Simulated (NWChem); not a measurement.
Species: C$_{4}$H$_{6}$S; SMILES C=C=CSC

```xyz
11

C     -0.3207     2.5191     0.0003
C      0.3493     1.3939    -0.0005
C      1.0254     0.2694    -0.0015
S      0.3872    -1.3696     0.0000
C     -1.3854    -1.0602     0.0018
H     -0.6077     3.0154     0.9354
H     -0.6111     3.0149    -0.9339
H      2.1221     0.2886    -0.0035
H     -1.8724    -2.0448     0.0020
H     -1.6887    -0.5029     0.9000
H     -1.6903    -0.5025    -0.8957
```
Atoms are numbered in this order, from 1.

All runs: NWChem. Pople sets run with spherical d functions. STO-3G and 3-21G are far too small for this property and stand as cheap habits. Structure relaxed at the PBE0/def2-SVP level. B3LYP is NWChem's, with the RPA form of VWN correlation. GIAO values for the isolated, static molecule; σ is the absolute isotropic shielding, δ = σ(reference) − σ with the isolated reference molecule computed at the same levels (13C: tetramethylsilane, 1H: tetramethylsilane).

```
level                                 δ C1 (ppm)  δ C2 (ppm)  δ C3 (ppm)  σ S4 (ppm)  δ C5 (ppm)  δ H6 (ppm)  δ H9 (rotor mean) (ppm)
------------------------------------  ----------  ----------  ----------  ----------  ----------  ----------  -----------------------
B3LYP/6-311G**                              85.2       218.5        98.8       517.5        18.3        5.19                     1.99
Hartree-Fock/STO-3G                         84.8       189.1        97.3       782.1        21.9        4.66                     0.88
LDA (Slater exchange, VWN5)/pcSseg-1         ___         ___         ___         ___         ___         ___                     1.96
PBE0/pcSseg-1                               88.4       219.7        99.5       545.6        17.2        5.44                     1.95
```

Q: Fill in the missing entries.

A: 
- LDA (Slater exchange, VWN5)/pcSseg-1, δ C1 (ppm): 91.2
- LDA (Slater exchange, VWN5)/pcSseg-1, δ C2 (ppm): 223.8
- LDA (Slater exchange, VWN5)/pcSseg-1, δ C3 (ppm): 102.0
- LDA (Slater exchange, VWN5)/pcSseg-1, σ S4 (ppm): 511.3
- LDA (Slater exchange, VWN5)/pcSseg-1, δ C5 (ppm): 16.7
- LDA (Slater exchange, VWN5)/pcSseg-1, δ H6 (ppm): 5.53
